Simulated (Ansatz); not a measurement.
Start from `[O]=[Mo](=[O])([F])[F]` and change one atom or group to get `[CH3][Mo](=[O])(=[O])[F]`.

Ansatz, PBE0-D4/def2-TZVP geometries, multiplicity 1. 

Elements past krypton have def2 core potentials.

| property | `[O]=[Mo](=[O])([F])[F]` |
| --- | --- |
| LUMO energy (B3LYP/def2-TZVPP) / eV | -3.50 |
| LUMO energy (PBE0/def2-TZVPP) / eV | -3.23 |
| HOMO energy (B3LYP/def2-TZVPP) / eV | -9.83 |
| HOMO energy (ωB97M-V/def2-TZVPP) / eV | -12.45 |
| HOMO energy (PBE0/def2-TZVPP) / eV | -10.08 |
| LUMO energy (ωB97M-V/def2-TZVPP) / eV | -0.99 |

What does the change do to each property? (An estimate is asked.)

Computed: 
```json
{"property": "LUMO energy (B3LYP/def2-TZVPP) / eV", "`[CH3][Mo](=[O])(=[O])[F]`": "-3.21", "shift": "0.29"}
{"property": "LUMO energy (PBE0/def2-TZVPP) / eV", "`[CH3][Mo](=[O])(=[O])[F]`": "-2.95", "shift": "0.28"}
{"property": "HOMO energy (B3LYP/def2-TZVPP) / eV", "`[CH3][Mo](=[O])(=[O])[F]`": "-9.17", "shift": "0.66"}
{"property": "HOMO energy (ωB97M-V/def2-TZVPP) / eV", "`[CH3][Mo](=[O])(=[O])[F]`": "-11.69", "shift": "0.76"}
{"property": "HOMO energy (PBE0/def2-TZVPP) / eV", "`[CH3][Mo](=[O])(=[O])[F]`": "-9.41", "shift": "0.67"}
{"property": "LUMO energy (ωB97M-V/def2-TZVPP) / eV", "`[CH3][Mo](=[O])(=[O])[F]`": "-0.76", "shift": "0.23"}
```

With PBE0 the HOMO rises by 0.67 eV and the LUMO rises by 0.28 eV, so the gap narrows by about 0.39 eV. PBE moves the HOMO by 0.53 eV and ωB97M-V by 0.76 eV. The zero-point energy changes by 86.7 kJ/mol with +9 modes.

B3LYP here is the variant with VWN-RPA as its local correlation; programs differ in this.
